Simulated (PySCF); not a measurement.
Write Cartesian coordinates for `C[Se][GeH2][NH2]` as optimised with PBE0-D3(BJ)/def2-SVP.

```
atom  x, y, z in Å
C1    -2.269   -0.177   -0.088
Se2   -0.866    0.645    0.998
Ge3    0.973   -0.332   -0.084
N4     2.353    0.821    0.233
H5    -2.136    0.068   -1.150
H6    -2.290   -1.266    0.050
H7    -3.220    0.244    0.264
H8     1.401   -1.687    0.513
H9     0.550   -0.533   -1.564
H10    3.286    0.451    0.071
H11    2.267    1.741   -0.189
```

Orientation and origin are arbitrary. Atoms count from 1 in this order. Se2 (selenium bonded to C and Ge) is bent (angle 97.5°). Ge3 (germanium bonded to N, Se and 2 H) is distorted tetrahedral (angles from 104.4° to 116.9°). N4 (nitrogen bonded to Ge and 2 H) is pyramidal (angles 115.9°, 115.8° and 110.0°, sum 341.7°, 0.30 Å off the plane of its three neighbours).

Bonds between heavy atoms (Å): C1–Se2 1.956, Se2–Ge3 2.346, Ge3–N4 1.827.

Theory: PBE0-D3(BJ)/def2-SVP geometry optimisation, gas phase (PySCF).

Point group: C1 (no symmetry element, even within 0.4 Å). Not checked by PBE0-D3(BJ)/def2-SVP frequencies. The numbers are those of one conformer (C1–Se2–Ge3–N4 155°, Se2–Ge3–N4–H 163° and -66°).
